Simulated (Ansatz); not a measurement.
Single points on the cluster SiAu₃.

```yaml
crystal:
  periodic: [false, false, false]
  atoms:
    - {symbol: Au, position_ang: [1.923131, -1.101330, -0.056352]}
    - {symbol: Au, position_ang: [-2.072785, 0.785468, 0.033943]}
    - {symbol: Au, position_ang: [0.604932, 1.277547, 0.070866]}
    - {symbol: Si, position_ang: [-0.455278, -0.961695, -0.048468]}
basis:
  gaussian: {orbitals: def2-TZVP, initial_orbitals: start.molden}
magnetization: {spin_polarized: true, initial_magnetization: 1}
hamiltonian: {xc: r2scan, dispersion: d4}
scf: {omitted_lower_state_checks: [starts]}
output: {orbitals: {seedname: orbitals}}
```

The file start.molden holds the orbitals of an earlier run on this structure, at another level or in another basis.

```sh
$ ansatz run in.yaml --threads 4 --pin off --events-out ev --progress --plain --max-ram 3916MiB
```

Shortened log:

```
Functional definition: r2SCAN
1326 factors; their error is unknown
mean field evaluation 1: about -18963.9488 eV, gradient 4.9e0 eV
mean field evaluation 2: about -18964.0344 eV, gradient 1.4e-1 eV
mean field evaluation 4: about -18963.9965 eV, gradient 2.4e0 eV
mean field evaluation 8: about -18964.0357 eV, gradient 1.8e-1 eV
mean field evaluation 16: about -18964.0379 eV, gradient 1.1e-4 eV
mean field -18964.03787861 eV, -696.9155377524 hartree, gradient 7.7e-6 eV, S^2 0.765012; 0 other end points of the search recorded, 0 dependent functions left out
reference -18964.03789925 eV, -696.9155385109 hartree; 36, 35 occupied and 121, 122 virtual orbitals, 1326 factors
Total energy: -18964.08361501 eV, -696.9172185339 hartree
Checks for a lower state left out: starts
```

Run time 31 s (4 threads of Arm Neoverse V2 on a shared host).

First input, but with `hamiltonian: {xc: pbe, dispersion: d4}` (abridged; 8.5 s):

```
Functional definition: PBE
mean field evaluation 16: about -18959.6404 eV, gradient 6.0e-4 eV
mean field -18959.64039844 eV, -696.7539333367 hartree, gradient 2.9e-6 eV, S^2 0.755318
Total energy: -18959.89592230 eV, -696.7633236654 hartree
Checks for a lower state left out: starts
```

The first input with `hamiltonian: {xc: pbe0, dispersion: d4}` (abridged; 9.5 s):

```
Functional definition: PBE0
mean field -18956.00171838 eV, -696.6202143109 hartree, gradient 7.3e-6 eV, S^2 0.758885
Total energy: -18956.22022735 eV, -696.6282443675 hartree
Checks for a lower state left out: starts
```

Geometry: PBE-D4/def2-SVP, that of the charge +1 singlet.

In the def2 sets Au takes a core potential; there is no spin–orbit coupling. At PBE-D4/def2-TZVP the gap within one spin of the charge 0 doublet nearly closes, so an electron or hole may be smeared out by delocalisation error. The structure comes from a short search, and lower isomers may exist.
